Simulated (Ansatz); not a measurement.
Cost and result up the ladder for Mg3O2 (5 atoms). Total charge 0; singlet. Geometry: PBE-D4/def2-SVP.

```xyz
5

Mg   -1.089    0.896    0.803
Mg    1.235    0.037    0.064
Mg   -0.110   -1.814   -1.680
O     0.657    1.369    1.281
O    -0.692   -0.487   -0.467
```

Ansatz on 4 threads of Arm Neoverse V2 on a shared host. Times are rough, and most runs start from the orbitals of an earlier one. ωB97M-V/def2-TZVP serves as the yardstick here, not as an exact answer. Differences are given only for rows in sets of like size (and for xTB, whose basis is part of the method), since another set adds its own error. Binding counts from free atoms at the same level (Mg singlet, O triplet; other spins of the atoms weren't run), without zero-point energy or a counterpoise term.

Correlated methods freeze 5 core orbitals; core or outer-core shells of Mg are correlated, in sets that lack core-valence functions. Another isomer (singlet) lies 0.04 eV lower at PBE0-D4/def2-TZVP.

Run but left out: HF/def2-TZVP, r2SCAN-D4/def2-TZVP, B2PLYP/def2-TZVP (restricted singlet, unstable towards broken spin symmetry); HF/STO-3G (restricted singlet, unstable in another Hartree–Fock run and untested here).

Correlated methods converge slowly with the basis.

```tsv
level	functions	wall time	binding energy per atom (eV)	difference from ωB97M-V/def2-TZVP (eV)	remarks
PBE-D4/def2-SVP	82	0.65 s	2.73	–	–
PBE0-D4/def2-SVP	82	1 s	2.50	–	–
PBE-D4/def2-TZVP	158	1.1 s	2.69	0.24	–
revPBE-D4/def2-TZVP	158	1.1 s	2.56	0.10	–
MP2/def2-TZVP	158	1.2 s	2.67	0.22	restricted SCF unstable
PBE0-D4/def2-TZVP	158	1.4 s	2.48	0.03	–
BHLYP-D4/def2-TZVP	158	1.5 s	2.23	-0.22	–
PBE-D4/def2-TZVPD	185	1.6 s	2.69	0.24	–
PBE0-D4/def2-TZVPD	185	1.9 s	2.48	0.03	–
RPA@PBE/def2-TZVP	158	2.4 s	2.24	-0.21	–
r2SCAN-D4/def2-TZVPD	185	2.9 s	2.68	0.23	–
ωB97M-V/def2-TZVP	158	5.5 s	2.45	0.00	–
CCSD(T)/def2-TZVPP	158	44 s	2.42	-0.04	restricted SCF unstable
```
